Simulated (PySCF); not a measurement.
Species: C₇H₆N₂.
SMILES: `C1=CC=C2NN=CC2=C1`

Computed, not measured: PBE0/def2-SVPD in PySCF (dipole) on a GFN2-xTB geometry, gas phase.

Take the most abundant isotopes and a rigid rotor. 

Q: What are A, B and C (MHz)?

A: Ia = 125.80, Ib = 304.16, Ic = 429.96 u·Å²; 505379 MHz·u·Å²/I gives A = 4017, B = 1662, C = 1175 MHz.

Q: Classify the top.

A: An asymmetric top. Ray's parameter κ = (2B − A − C)/(A − C) = -0.658; −1 is the prolate and +1 the oblate limit.

Q: What does the inertial defect say?

A: Planar: Δ = Ic − Ia − Ib = 0.00 u·Å². For a rigid frame Δ = −2 Σ m c², so it vanishes when all atoms lie in the ab plane; here none is more than 0.01 Å from it.

Q: Give the coordinates in the principal-axis frame, origin at the centre of mass.

A: The sense of each axis is arbitrary; atoms in the order of the calculation.
| atom | mass (u) | a (Å) | b (Å) | c (Å) |
| --- | --- | --- | --- | --- |
| C1 | 12.000 | -2.157 | 0.685 | 0.000 |
| C2 | 12.000 | -2.128 | -0.718 | -0.001 |
| C3 | 12.000 | -0.944 | -1.418 | 0.000 |
| C4 | 12.000 | 0.231 | -0.672 | 0.000 |
| N5 | 14.003 | 1.541 | -1.030 | 0.001 |
| N6 | 14.003 | 2.350 | 0.038 | 0.000 |
| C7 | 12.000 | 1.591 | 1.103 | -0.001 |
| C8 | 12.000 | 0.217 | 0.745 | 0.000 |
| C9 | 12.000 | -1.002 | 1.428 | 0.000 |
| H10 | 1.008 | -3.115 | 1.183 | 0.001 |
| H11 | 1.008 | -3.063 | -1.258 | -0.002 |
| H12 | 1.008 | -0.923 | -2.497 | -0.001 |
| H13 | 1.008 | 1.935 | -1.956 | 0.003 |
| H14 | 1.008 | 2.027 | 2.082 | -0.002 |
| H15 | 1.008 | -1.026 | 2.507 | 0.001 |

Q: Predict some low-J microwave lines.

A: The dipole components are |μa| = 1.29 D, |μb| = 1.15 D, |μc| = 0.00 D; the mirror of this Cs structure is the ab plane, so μc vanishes by symmetry and there are no c-type lines. The squared components, which scale the intensities, stand as 1.00 : 0.80 (a : b). Some lines, for components of 0.1 D or more:

| type | branch | J(Ka,Kc) | MHz | lower level (cm⁻¹) |
| --- | --- | --- | --- | --- |
| a | R | 1(0,1) ← 0(0,0) | 2837 | 0.000 |
| a | Q | 3(1,2) ← 3(1,3) | 2911 | 0.604 |
| b | Q | 3(1,2) ← 3(0,3) | 4342 | 0.557 |
| a | R | 2(0,2) ← 1(0,1) | 5606 | 0.095 |
| a | R | 3(2,1) ← 2(2,0) | 8774 | 0.633 |
| b | R | 4(0,4) ← 3(1,3) | 9306 | 0.604 |
| b | R | 4(1,4) ← 3(0,3) | 11687 | 0.557 |
| a | R | 4(1,3) ← 3(1,2) | 12165 | 0.702 |
| b | Q | 4(3,1) ← 4(2,2) | 12307 | 1.323 |
| b | Q | 4(3,2) ← 4(2,3) | 13206 | 1.291 |
| b | R | 4(2,3) ← 3(1,2) | 17679 | 0.702 |
| b | Q | 4(4,0) ← 4(3,1) | 18045 | 1.733 |
| b | R | 4(2,2) ← 3(1,3) | 21530 | 0.604 |
| b | R | 4(3,2) ← 3(2,1) | 24171 | 0.926 |
| b | R | 4(4,0) ← 3(3,1) | 29553 | 1.349 |

Q: Estimate the classical rotational partition function at 10 K, 100 K and 200 K.

A: Point group Cs, symmetry number σ = 1; q = (√π/σ)·√((kT/h)³/(ABC)), k/h = 20836.6 MHz/K: 1900 at 10 K, 60200 at 100 K, 170000 at 200 K.

Not checked by GFN2-xTB frequencies. No vibrational averaging or centrifugal distortion is included, and the geometry carries the error of its method. Quadrupole hyperfine structure (14N) is left out.

Time: 75 s. Hardware: one thread, Arm Neoverse N1 (shared host). This is the PBE0/def2-SVPD job that gave the dipole, with the excitations it also computed.
